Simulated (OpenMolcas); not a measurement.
## Mn4+: effect of the metal basis

Mn4+ with its 6 nearest fluoride ions at 1.827 Å, on the Ge site of Cs2GeF6 (a = 9.021 Å, distance in the model lattice 1.804 Å). The rest of the host is ab initio model potentials to 7.6 Å and point charges beyond; the distance is set by hand and nothing relaxes.

```json
{"Program": "OpenMolcas 26.06", "Method": "CASSCF", "Spin-orbit coupling": "state interaction with AMFI integrals over the reference wave functions"}
```

Fixed: ligand basis ANO-RCC-VDZP, active space 3 electrons in 5 orbitals (3d), DKH2 Hamiltonian.

States (labels of O, the rotations of Oh). Energies in cm-1 above the lowest state or level, χT in cm3 K/mol.

```json
{"Run": "A", "Metal basis": "ANO-RCC-VDZP", "Ground state": "4A2", "First state of that spin": "4T2 21102", "First gap with spin-orbit (degeneracies)": "20711 (4, 4)", "χT at 300 K": "1.833", "First state of another spin": "2E 21098", "Cost": "roughly 19 core-seconds"}
{"Run": "B", "Metal basis": "ANO-RCC-VTZP", "Ground state": "4A2", "First state of that spin": "4T2 20506", "First gap with spin-orbit (degeneracies)": "20337 (4, 4)", "χT at 300 K": "1.832", "First state of another spin": "2E 21133", "Cost": "roughly 17 core-seconds"}
```

Against A, the first state of the same spin changes by -2.8 % in B.

Costs are those of the RASSCF and RASSI steps.

Without dynamic correlation the repulsion within the d shell is too large (B by tens of per cent), so at a given field states of lower spin stand too high. Ligand-to-metal charge-transfer states are missing. With no ligand orbital active B as a rule stays too high, so bands that hang on it stand too high and its fall with covalency is understated. With metal d orbitals alone and no dynamic correlation 10Dq can be off by a tenth to a fifth, either way, in oxide and fluoride hosts. The least metal-like active orbital is 79 % on the metal (Löwdin) and no ligand orbital is active, so the numbers are rough (holds for A). The least metal-like active orbital is 80 % on the metal (Löwdin) and no ligand orbital is active, so the numbers are rough (holds for B). No measured value stands beside these numbers; the geometry was set by hand and not optimised.
